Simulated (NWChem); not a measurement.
System: BH$_{2}$Cl; SMILES BCl

```xyz
4

B      0.0000     0.0000     1.1808
H      0.0000    -1.0495     1.7419
H      0.0000     1.0495     1.7419
Cl     0.0000     0.0000    -0.5522
```
Atoms are numbered in this order, from 1.

Program: NWChem. Pople sets run with spherical d functions. All runs use the structure optimised with PBE0-D3(BJ)/def2-TZVP. B3LYP is NWChem's, with the RPA form of VWN correlation. Ions are spin-unrestricted doublets at the neutral geometry; other ion states weren't tried.

```
level              vertical ionisation energy, ΔSCF (eV)  −ε(HOMO) (eV)  ΔSCF minus −ε(HOMO) (eV)
-----------------  -------------------------------------  -------------  ------------------------
B3LYP/6-31+G*                                      11.36           8.44                      2.92
PBE/6-31+G*                                            ?              ?                         ?
CAM-B3LYP/6-31+G*                                  11.49          10.08                      1.41
LRC-wPBEh/6-31+G*                                  11.46          10.57                      0.89
M06-2X/6-31+G*                                     11.58           9.99                      1.59
```

Q: Complete the blanks.

A: 
- PBE/6-31+G*, vertical ionisation energy, ΔSCF (eV): 11.10
- PBE/6-31+G*, −ε(HOMO) (eV): 7.30
- PBE/6-31+G*, ΔSCF minus −ε(HOMO) (eV): 3.80
